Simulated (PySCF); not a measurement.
CH$_{6}$AlNO, CH$_{4}$AlO, CH$_{4}$AlFO, CH$_{5}$Si and others (calculated)

Calculation on a computer-drawn molecule: optimised geometry and harmonic frequencies of an isolated molecule of the commonest isotopes, restricted reference for singlets and unrestricted otherwise, frozen core in MP2. Program: PySCF 2.14.0.

Common to all runs: basis cc-pV(D+d)Z.

(1) CH$_{6}$AlNO

Start structure:
```xyz
10
CH6AlNO
C      0.3828     2.3210    -1.3767
N     -0.0774     1.3418    -0.4011
Al     0.7053     0.9884     1.1425
O      0.1933    -0.1989     2.1564
H     -0.4293     3.0489    -1.5556
H      0.7189     1.9510    -2.3241
H      1.2070     2.9403    -0.9090
H     -0.8148     0.8088    -0.8520
H      1.8805     1.7995     1.6145
H     -0.1188    -0.9224     2.7467
```

- charge: 0
- multiplicity: 1
- method: HF
- rotational constants: 23.87, 2.767, 2.519 GHz
- total energy: -412.6829 hartree
- convergence status largest gradient component: 1.861e-05 hartree/bohr

Drawn bonds:
```tsv
atom	other atom	order
1	2	1
2	3	1
3	4	1
1	5	1
1	6	1
1	7	1
2	8	1
3	9	1
4	10	1
```

Optimised structure:
```xyz
10
CH6AlNO
C      0.3471     2.3072    -1.3358
N      0.0265     1.3088    -0.3321
Al     0.8060     1.0379     1.2288
O      0.2808    -0.1875     2.2659
H     -0.4919     2.9836    -1.5304
H      0.6388     1.8565    -2.2904
H      1.1851     2.9212    -0.9997
H     -0.7427     0.7339    -0.6239
H      2.0086     1.9358     1.6848
H     -0.4109    -0.8190     2.1745
```

Modes:
```tsv
frequency (cm⁻¹)	reduced mass (dalton)
122.1	2.876
168.8	3.308
177.9	1.152
321.7	3.476
328.7	1.226
536.6	1.414
552.3	1.367
576.8	1.074
714.8	1.138
753.6	3.669
900.8	7.58
1158	1.15
1209	4.603
1232	1.287
1518	1.411
1576	1.17
1594	1.044
1623	1.043
2035	1.043
3147	1.036
3194	1.105
3239	1.101
3782	1.074
4243	1.068
```

(2) CH$_{4}$AlO

Start structure:
```xyz
7
CH4AlO
C     -0.1588    -0.8402    -0.1911
O      1.0061    -0.7921    -1.1507
Al     2.2354    -0.7703    -2.0986
H     -1.0992    -0.5082    -0.7279
H      0.1025    -0.1637     0.5834
H     -0.2496    -1.8402     0.1919
H      3.3780    -0.7209    -3.0852
```

- charge: 1
- multiplicity: 1
- method: HF
- rotational constants: 157.5, 4.851, 4.851 GHz
- total energy: -356.7493 hartree
- convergence status largest gradient component: 3.076e-05 hartree/bohr

Drawn bonds:
```tsv
atom	other atom	order
1	2	1
2	3	1
1	4	1
1	5	1
1	6	1
3	7	1
```

Optimised structure:
```xyz
7
CH4AlO
C     -0.1365    -0.8302    -0.2038
O      0.9701    -0.7987    -1.1097
Al     2.1982    -0.7637    -2.1154
H     -1.0278    -0.5230    -0.7419
H      0.0706    -0.1457     0.6129
H     -0.2458    -1.8443     0.1674
H      3.3856    -0.7300    -3.0876
```

Modes:
```tsv
frequency (cm⁻¹)	reduced mass (dalton)
165.9	3.948
165.9	3.948
428.3	1.177
428.3	1.177
732.6	6.199
1268	1.242
1268	1.242
1342	10.37
1591	1.046
1591	1.046
1595	1.161
2185	1.054
3237	1.027
3352	1.112
3352	1.112
```

(3) CH$_{4}$AlO

Start structure:
```xyz
7
CH4AlO
C     -0.1365    -0.8302    -0.2038
O      0.9701    -0.7987    -1.1097
Al     2.1982    -0.7637    -2.1154
H     -1.0278    -0.5230    -0.7419
H      0.0706    -0.1457     0.6129
H     -0.2458    -1.8443     0.1674
H      3.3856    -0.7300    -3.0876
```

- charge: 1
- multiplicity: 1
- method: MP2
- rotational constants: 153.8, 4.742, 4.742 GHz
- total energy: -357.1224 hartree
- convergence status largest gradient component: 2.388e-06 hartree/bohr

Drawn bonds:
```tsv
atom	other atom	order
1	2	1
2	3	1
1	4	1
1	5	1
1	6	1
3	7	1
```

Optimised structure:
```xyz
7
CH4AlO
C     -0.1462    -0.8304    -0.1959
O      0.9704    -0.7987    -1.1100
Al     2.2162    -0.7632    -2.1301
H     -1.0453    -0.5196    -0.7426
H      0.0661    -0.1377     0.6282
H     -0.2540    -1.8566     0.1774
H      3.4072    -0.7294    -3.1053
```

Modes:
```tsv
frequency (cm⁻¹)	reduced mass (dalton)
135.7	4.553
135.9	4.555
388.9	1.135
389.5	1.135
701.6	6.242
1183	1.24
1183	1.24
1285	9.547
1492	1.17
1494	1.044
1494	1.044
2134	1.054
3128	1.028
3258	1.111
3258	1.111
```

(4) CH$_{4}$AlFO

Start structure:
```xyz
8
CH4AlFO
C     -0.4207     1.3332     0.8554
O     -0.3685     0.0204     0.8949
Al    -0.2801    -1.6916     0.8739
F     -0.6679    -2.5720     2.1365
H      0.5015     1.7839     1.2045
H     -1.2871     1.6654     1.3323
H     -0.5486     1.5594    -0.2229
H      0.2457    -2.3304    -0.3140
```

* charge: 0
* multiplicity: 1
* method: HF
* rotational constants: 14.63, 3.445, 2.838 GHz
* total energy: -456.5452 hartree
* convergence status largest gradient component: 1.474e-05 hartree/bohr

Drawn bonds:
```tsv
atom	other atom	order
1	2	1
2	3	1
3	4	1
1	5	1
1	6	1
1	7	1
3	8	1
```

Optimised structure:
```xyz
8
CH4AlFO
C     -0.4229     1.2791     0.8283
O     -0.0516    -0.0004     0.4189
Al    -0.1945    -1.6203     0.7617
F     -1.0940    -2.0907     2.0661
H      0.4672     1.8698     1.0532
H     -1.0562     1.2539     1.7191
H     -0.9709     1.7805     0.0281
H      0.4972    -2.7035    -0.1148
```

Modes:
```tsv
frequency (cm⁻¹)	reduced mass (dalton)
60.22	1.064
98	3.975
156.7	3.399
321.4	10.33
531.9	1.35
679.7	1.486
723.2	2.701
884.6	11.16
1273	1.553
1284	1.269
1318	4.489
1601	1.135
1602	1.046
1607	1.049
2089	1.044
3169	1.031
3241	1.106
3250	1.107
```

(5) CH$_{5}$Si

Start structure:
```xyz
7
CH5Si
C     -0.5308     0.7382    -1.4069
Si    -1.4722     2.0104    -0.4380
H     -1.0153    -0.3027    -1.3987
H     -0.4432     1.0303    -2.4886
H      0.4987     0.5828    -0.9893
H     -1.7356     1.5708     0.9763
H     -0.8528     3.3075    -0.3979
```

* charge: 0
* multiplicity: 2
* method: HF
* rotational constants: 73.14, 11.63, 11.08 GHz
* total energy: -329.6778 hartree
* spin squared: 0.7536
* convergence status largest gradient component: 1.507e-05 hartree/bohr

Drawn bonds:
```tsv
atom	other atom	order
1	2	1
1	3	1
1	4	1
1	5	1
2	6	1
2	7	1
```

Optimised structure:
```xyz
7
CH5Si
C     -0.5259     0.7163    -1.4132
Si    -1.5104     1.9868    -0.4246
H     -1.0298    -0.2531    -1.4103
H     -0.4097     1.0374    -2.4511
H      0.4718     0.5831    -0.9840
H     -1.6979     1.5504     0.9824
H     -0.8493     3.3165    -0.4423
```

Modes:
```tsv
frequency (cm⁻¹)	reduced mass (dalton)
206.6	1.017
558.1	1.026
624.7	1.069
716.1	4.124
922.2	1.274
946.1	1.282
1006	1.058
1385	1.235
1551	1.05
1553	1.052
2281	1.029
2289	1.053
3167	1.035
3247	1.101
3261	1.102
```

(6) CH$_{5}$Si

Start structure:
```xyz
7
CH5Si
C     -0.5259     0.7163    -1.4132
Si    -1.5104     1.9868    -0.4246
H     -1.0298    -0.2531    -1.4103
H     -0.4097     1.0374    -2.4511
H      0.4718     0.5831    -0.9840
H     -1.6979     1.5504     0.9824
H     -0.8493     3.3165    -0.4423
```

- charge: 0
- multiplicity: 2
- method: MP2
- rotational constants: 72.54, 11.61, 11.05 GHz
- total energy: -329.9149 hartree
- spin squared: 0.7536
- convergence status largest gradient component: 3.022e-06 hartree/bohr

Drawn bonds:
```tsv
atom	other atom	order
1	2	1
1	3	1
1	4	1
1	5	1
2	6	1
2	7	1
```

Optimised structure:
```xyz
7
CH5Si
C     -0.5264     0.7164    -1.4135
Si    -1.5087     1.9877    -0.4225
H     -1.0351    -0.2614    -1.4103
H     -0.4095     1.0405    -2.4605
H      0.4807     0.5814    -0.9808
H     -1.7010     1.5520     0.9857
H     -0.8511     3.3208    -0.4412
```

Modes:
```tsv
frequency (cm⁻¹)	reduced mass (dalton)
202	1.017
527.8	1.025
583.2	1.06
703.4	4.23
863.3	1.277
894.9	1.289
963.6	1.059
1279	1.235
1454	1.048
1456	1.05
2252	1.03
2271	1.054
3082	1.036
3183	1.101
3200	1.102
```

(7) CH$_{6}$OSi

Start structure:
```xyz
9
CH6OSi
C      1.7813    -3.2674     1.9212
Si     1.2853    -2.1969     0.4615
O      2.3363    -1.0686     0.3853
H      1.1634    -4.2050     2.0677
H      2.8356    -3.6790     1.7891
H      1.8151    -2.6643     2.8457
H     -0.0993    -1.7263     0.7002
H      1.2685    -3.0074    -0.8814
H      2.2701    -0.3239    -0.3548
```

* charge: 0
* multiplicity: 1
* method: HF
* rotational constants: 19.37, 6.681, 5.445 GHz
* total energy: -405.2167 hartree
* convergence status largest gradient component: 4.131e-05 hartree/bohr

Drawn bonds:
```tsv
atom	other atom	order
1	2	1
2	3	1
1	4	1
1	5	1
1	6	1
2	7	1
2	8	1
3	9	1
```

Optimised structure:
```xyz
9
CH6OSi
C      1.8136    -3.2902     1.9152
Si     1.2843    -2.2378     0.4711
O      2.3595    -0.9865     0.3517
H      1.1392    -4.1427     2.0369
H      2.8259    -3.6736     1.7641
H      1.8028    -2.7104     2.8416
H     -0.0909    -1.7178     0.6744
H      1.2753    -3.0304    -0.7837
H      2.2466    -0.3494    -0.3369
```

Modes:
```tsv
frequency (cm⁻¹)	reduced mass (dalton)
161.5	1.095
222.1	1.072
259.8	2.965
531.9	1.073
715	2.595
771.5	1.275
794.9	1.179
887.3	4.833
896.4	1.299
942.4	1.299
1047	1.257
1067	1.108
1395	1.269
1548	1.049
1553	1.049
2277	1.05
2297	1.029
3170	1.036
3252	1.101
3260	1.102
4180	1.067
```

(8) CH$_{4}$Si

Start structure:
```xyz
6
CH4Si
C     -0.2189     0.8925    -2.2548
Si     0.9709     0.7681    -0.8035
H     -0.3368    -0.0920    -2.8072
H      0.0253     1.6420    -3.0074
H     -1.2417     1.1699    -1.9339
H      2.1921     0.4583    -1.6299
```

* charge: 0
* multiplicity: 1
* method: HF
* rotational constants: 94.11, 12.27, 11.63 GHz
* total energy: -329.0703 hartree
* convergence status largest gradient component: 7.209e-06 hartree/bohr

Drawn bonds:
```tsv
atom	other atom	order
1	2	1
1	3	1
1	4	1
1	5	1
2	6	1
```

Optimised structure:
```xyz
6
CH4Si
C     -0.2639     0.8921    -2.2551
Si     0.9733     0.7953    -0.8079
H     -0.2940    -0.0679    -2.7860
H      0.0749     1.6367    -2.9868
H     -1.2766     1.1486    -1.9380
H      2.1772     0.4340    -1.6629
```

Modes:
```tsv
frequency (cm⁻¹)	reduced mass (dalton)
165	1.069
615.8	1.133
658.9	1.687
699.6	1.73
1015	1.227
1360	1.231
1529	1.051
1550	1.061
2116	1.042
3138	1.038
3205	1.097
3255	1.101
```

(9) C$_{2}$H$_{6}$OSi

Start structure:
```xyz
10
C2H6OSi
C     -0.8950    -0.7673     0.7792
Si    -1.8254     0.9810     0.7880
C     -1.5109     1.8628    -0.8032
O     -2.6572     1.3430     1.9662
H     -1.0600    -1.2342     1.6804
H     -1.1380    -1.3581    -0.0786
H      0.2415    -0.5776     0.6496
H     -1.8668     1.2897    -1.6697
H     -0.4692     2.0781    -0.9820
H     -1.9585     2.8508    -0.8076
```

- charge: 0
- multiplicity: 1
- method: HF
- rotational constants: 6.648, 6.173, 3.333 GHz
- total energy: -443.0542 hartree
- convergence status largest gradient component: 1.001e-05 hartree/bohr

Drawn bonds:
```tsv
atom	other atom	order
1	2	1
2	3	1
2	4	2
1	5	1
1	6	1
1	7	1
3	8	1
3	9	1
3	10	1
```

Optimised structure:
```xyz
10
C2H6OSi
C     -0.8700    -0.7134     0.7659
Si    -1.7783     0.9089     0.7716
C     -1.5041     1.8638    -0.8000
O     -2.6310     1.3903     1.9090
H     -1.0617    -1.2685     1.6843
H     -1.1766    -1.3220    -0.0906
H      0.2076    -0.5456     0.6702
H     -1.8649     1.2912    -1.6606
H     -0.4360     2.0425    -0.9594
H     -2.0247     2.8210    -0.7682
```

Modes:
```tsv
frequency (cm⁻¹)	reduced mass (dalton)
54.16	1.016
93.75	1.088
232.6	2.38
296	3.146
316.4	4.443
663.3	3.814
722.9	1.174
729	1.899
847.1	1.464
862.2	2.153
914.6	1.404
1328	6.73
1388	1.281
1396	1.381
1534	1.049
1543	1.056
1544	1.05
1558	1.048
3164	1.038
3168	1.038
3235	1.099
3239	1.099
3287	1.102
3287	1.101
```

(10) CH$_{3}$FSi

Start structure:
```xyz
6
CH3FSi
C     -1.5295     2.6116    -1.6067
Si    -0.9176     0.9943    -1.0443
F      0.6928     1.4992    -0.7157
H     -1.4095     3.4001    -0.7847
H     -0.8655     3.0708    -2.4943
H     -2.4911     2.6355    -1.9264
```

* charge: 0
* multiplicity: 1
* method: HF
* rotational constants: 21.26, 7.811, 5.922 GHz
* total energy: -428.0095 hartree
* convergence status largest gradient component: 3.263e-06 hartree/bohr

Drawn bonds:
```tsv
atom	other atom	order
1	2	1
2	3	1
1	4	1
1	5	1
1	6	1
```

Optimised structure:
```xyz
6
CH3FSi
C     -1.5018     2.6749    -1.6224
Si    -0.8471     0.9928    -1.0566
F      0.6768     1.4578    -0.6901
H     -1.4026     3.4051    -0.8095
H     -0.8971     3.0469    -2.4591
H     -2.5486     2.6340    -1.9344
```

Modes:
```tsv
frequency (cm⁻¹)	reduced mass (dalton)
85.63	1.131
290.4	3.421
591.5	1.167
687.8	4.311
794.7	1.928
867.2	4.027
1360	1.26
1524	1.052
1537	1.058
3139	1.036
3214	1.098
3249	1.101
```
